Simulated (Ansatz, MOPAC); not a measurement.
Species: chloro(difluoro)methane, CHClF₂, net charge 0, singlet state. SMILES: ClC(F)F

Atoms: F1, C2, F3, Cl4, H5. Bonds: F1-C2, C2-F3, C2-Cl4, C2-H5.

Bond lengths (Å) and angles (degrees) optimised at PM7 with MOPAC; MNDO with MOPAC; HF/STO-3G with Ansatz (a program for electronic structure); HF/6-31G* with Ansatz; B3LYP/6-31G* with Ansatz; MP2/6-31G* with Ansatz, each started from the B3LYP-D3(BJ)/def2-TZVP structure (Ansatz) of the last column. A row stands for all coordinates that are equal there; 6 of 7 kinds are shown. 6-31G* holds six Cartesian d functions. No wavenumbers were computed at MNDO, HF/STO-3G, MP2/6-31G*, so these may be saddle points.

```json
[
 {"coordinate": "F1-C2", "PM7": "1.333", "MNDO": "1.342", "HF/STO-3G": "1.362", "HF/6-31G*": "1.321", "B3LYP/6-31G*": "1.341", "MP2/6-31G*": "1.350", "B3LYP-D3(BJ)/def2-TZVP": "1.343"},
 {"coordinate": "C2-Cl4", "PM7": "1.777", "MNDO": "1.839", "HF/STO-3G": "1.842", "HF/6-31G*": "1.759", "B3LYP/6-31G*": "1.797", "MP2/6-31G*": "1.761", "B3LYP-D3(BJ)/def2-TZVP": "1.779"},
 {"coordinate": "C2-H5", "PM7": "1.126", "MNDO": "1.126", "HF/STO-3G": "1.112", "HF/6-31G*": "1.073", "B3LYP/6-31G*": "1.091", "MP2/6-31G*": "1.088", "B3LYP-D3(BJ)/def2-TZVP": "1.088"},
 {"coordinate": "F1-C2-F3", "PM7": "104.0", "MNDO": "107.2", "HF/STO-3G": "109.2", "HF/6-31G*": "108.3", "B3LYP/6-31G*": "108.8", "MP2/6-31G*": "108.2", "B3LYP-D3(BJ)/def2-TZVP": "108.2"},
 {"coordinate": "F1-C2-Cl4", "PM7": "107.2", "MNDO": "110.2", "HF/STO-3G": "109.3", "HF/6-31G*": "109.5", "B3LYP/6-31G*": "109.4", "MP2/6-31G*": "109.6", "B3LYP-D3(BJ)/def2-TZVP": "109.7"},
 {"coordinate": "F1-C2-H5", "PM7": "113.8", "MNDO": "112.3", "HF/STO-3G": "111.3", "HF/6-31G*": "110.1", "B3LYP/6-31G*": "110.4", "MP2/6-31G*": "109.9", "B3LYP-D3(BJ)/def2-TZVP": "110.0"}
]
```

Mean signed difference of all 4 bond lengths from B3LYP-D3(BJ)/def2-TZVP: PM7 0.004 Å, MNDO 0.024 Å, HF/STO-3G 0.032 Å, HF/6-31G* -0.020 Å, B3LYP/6-31G* 0.004 Å, MP2/6-31G* -0.001 Å.
